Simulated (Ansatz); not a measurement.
H$_{6}$N$_{2}$O$_{2}$Si$_{2}$, SMILES `O[Si@H]1N[Si@@H](O)N1`. The species carries charge 0 and has multiplicity 1. The geometry is a stationary point of PBE0-D4/def2-TZVP. It is one conformer, not always the lowest.

```xyz
12

O     1.371    1.975   -0.770
Si    0.682    0.507   -0.991
N    -0.994    0.340   -0.605
Si   -0.719   -0.981    0.473
O    -1.283   -0.844    2.004
N     0.966   -0.702    0.210
H     1.237    2.391    0.084
H     1.082    0.177   -2.374
H    -1.825    0.698   -1.036
H    -1.247   -2.298    0.060
H    -1.054   -0.043    2.478
H     1.784   -1.220    0.466
```

(1) What is the dipole moment at ωB97M-V/def2-TZVPP? (Estimate.)

(2) And with PBE, r2SCAN, B3LYP? (Best estimate.)

(3) Give the Mulliken charges with ωB97M-V, B3LYP, r2SCAN in def2-TZVPP. (Estimate.)

Answers

(1) The calculation gave: 1.46 D, with components (0.08, 0.99, 1.08) D in this frame, pointing from negative to positive charge.

(2) Ansatz gave: PBE 1.49 D, r2SCAN 1.51 D, B3LYP 1.41 D.

(3) Ansatz gave: 
| atom | ωB97M-V | B3LYP | r2SCAN |
| --- | --- | --- | --- |
| O1 | -0.37 | -0.39 | -0.41 |
| Si2 | 0.56 | 0.61 | 0.65 |
| N3 | -0.41 | -0.43 | -0.47 |
| Si4 | 0.56 | 0.61 | 0.65 |
| O5 | -0.37 | -0.39 | -0.41 |
| N6 | -0.41 | -0.43 | -0.47 |
| H7 | 0.17 | 0.18 | 0.20 |
| H8 | -0.05 | -0.10 | -0.10 |
| H9 | 0.09 | 0.12 | 0.13 |
| H10 | -0.05 | -0.10 | -0.10 |
| H11 | 0.17 | 0.18 | 0.20 |
| H12 | 0.09 | 0.12 | 0.13 |

B3LYP here is the variant with VWN-RPA as its local correlation; programs differ in this.
